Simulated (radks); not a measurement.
Results of a calculation; reference values are marked as such.
Spherical quantum dot in the effective-mass picture: electrons in a well V = -V0 / (1 + exp((r - R)/a)) with V0 = 57.7, R = 1.56, a = 0.19, all in effective atomic units (hartree* = m*/eps^2 hartree, bohr* = eps/m* bohr), one dielectric constant everywhere. Level of theory: non-relativistic Kohn-Sham, PBE, spin-polarised, spherical densities (a radial shooting solver with Libxc functionals). Levels are named by radial order and angular momentum (1s, 1p, 1d, 2s, ...), and open shells are averaged over m. Each electron was tried in the lowest free levels, single moves between levels near the top were tried too, and the lowest total energy was kept; such a search can miss a lower state. At N = 1 the Hartree and exchange-correlation terms need not cancel, so that row can carry a self-interaction error.

N	open shells	2S	mu = E(N) - E(N-1) (hartree*)	addition energy mu(N+1) - mu(N) (hartree*)	rms radius (bohr*)
1	1s(up 1, down 0)	1	-54.199	1.326	0.6913
2	none	0	-52.873	3.890	0.7079
3	1p(up 1, down 0)	1	-48.983	0.9455	0.7627
4	1p(up 2, down 0)	2	-48.037	0.9769	0.7919
5	1p(up 3, down 0)	3	-47.060	1.290	0.8114
6	1p(up 3, down 1)	2	-45.770	0.9158	0.8271
7	1p(up 3, down 2)	1	-44.854	0.9447	0.8396
8	none	0	-43.909	4.107	0.8503
9	1d(up 1, down 0)	1	-39.803	0.8750	0.8684
10	1d(up 2, down 0)	2	-38.928	0.8809	0.8833
11	1d(up 3, down 0)	3	-38.047	0.8835	0.8961
12	1d(up 4, down 0)	4	-37.163	0.8841	0.9071
13	1d(up 5, down 0)	5	-36.279	1.149	0.9170
14	1d(up 5, down 1)	4	-35.130	0.8517	0.9260
15	1d(up 5, down 2)	3	-34.278	0.8577	0.9342
16	1d(up 5, down 3)	2	-33.420	0.8606	0.9418
17	1d(up 5, down 4)	1	-32.560	0.8617	0.9488
18	none	0	-31.698	2.764	0.9553
19	2s(up 1, down 0)	1	-28.934	1.148	0.9574
20	none	0	-27.786	2.101	0.9594
21	1f(up 1, down 0)	1	-25.685	0.8113	0.9679
22	1f(up 2, down 0)	2	-24.874	0.8118	0.9757
23	1f(up 3, down 0)	3	-24.062	0.8117	0.9830
24	1f(up 4, down 0)	4	-23.250	0.8112	0.9899
25	1f(up 5, down 0)	5	-22.439	0.8105	0.9964
26	1f(up 6, down 0)	6	-21.628	0.8095	1.002
27	1f(up 7, down 0)	7	-20.819	1.032	1.008
28	1f(up 7, down 1)	6	-19.787	0.7934	1.014
29	1f(up 7, down 2)	5	-18.993	0.7939	1.019
30	1f(up 7, down 3)	4	-18.199	0.7941	1.024
31	1f(up 7, down 4)	3	-17.405	0.7938	1.029
32	1f(up 7, down 5)	2	-16.611	0.7933	1.034
33	1f(up 7, down 6)	1	-15.818	0.7925	1.039
34	none	0	-15.026	3.649	1.043
35	2p(up 1, down 0)	1	-11.377	0.8589	1.045
36	2p(up 2, down 0)	2	-10.518	0.8639	1.048
37	2p(up 3, down 0)	3	-9.6539	1.035	1.050
38	2p(up 3, down 1)	2	-8.6191	0.8456	1.053
39	2p(up 3, down 2)	1	-7.7735	0.8505	1.055
40	none	0	-6.9230	-	1.057

All shells are closed at N = 2, 8, 18, 20, 34, 40 (there: 1s2 1p6 1d10 2s2 1f14 2p6); the second difference of the energy has clear peaks (12 % above both neighbours; the first and last values, which can be the largest, are not judged, and half-filled shells can peak too) at N = 2, 5, 8, 13, 18, 20, 27, 34, 37.
